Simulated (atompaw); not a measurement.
**An all-electron radial function and its pseudo partner (osmium (Os))**

Columns: radius, all-electron u(r) and pseudo u(r) of the 5p shell (level -58.92 eV) of osmium in the configuration [Kr] 4d10 4f14 5s2 5p6 5d6 6s1 6p0; PBE, scalar-relativistic, PAW (atompaw) scheme, atompaw 4.2.0.5.

```
r (bohr)  all-electron  pseudo
   0.085        0.0868  0.0164
   0.169        0.3220  0.0638
   0.254       -0.2203  0.1399
   0.338       -0.5540  0.2378
   0.423       -0.4844  0.3529
   0.508       -0.1744  0.4765
   0.592        0.1945  0.5988
   0.677        0.5298  0.7150
   0.762        0.7857  0.8164
   0.846        0.9541  0.8966
   0.931        1.0486  0.9535
   1.015        1.0816  0.9839
   1.100        1.0698  0.9883
   1.185        1.0261  0.9683
   1.269        0.9632  0.9277
   1.354        0.8881  0.8701
   1.438        0.8089  0.8020
   1.523        0.7282  0.7269
   1.608        0.6500  0.6505
   1.692        0.5770  0.5774
   1.777        0.5086  0.5087
   1.862        0.4462  0.4462
   1.946        0.3904  0.3904
   2.031        0.3400  0.3400
   2.115        0.2957  0.2957
   2.200        0.2561  0.2561
```

**Question.** How many radial nodes do the two functions have?

**Answer.** The all-electron 5p function has n − l − 1 = 3 (the table is too coarse to show those close to the nucleus); the pseudo-wave has 0, since the states of the same l below it are removed with the core.

**Question.** At about which radius was the pseudo-wave matched?

**Answer.** 1.85 bohr. The columns agree to 0.0005 from 1.61 bohr on; several derivatives are matched, so the curves merge somewhat inside the radius.

**Question.** Is the pseudo-wave norm-conserving?

**Answer.** No, it belongs to a PAW set: the norm inside the radius is not constrained, and the difference is carried by the augmentation charge.
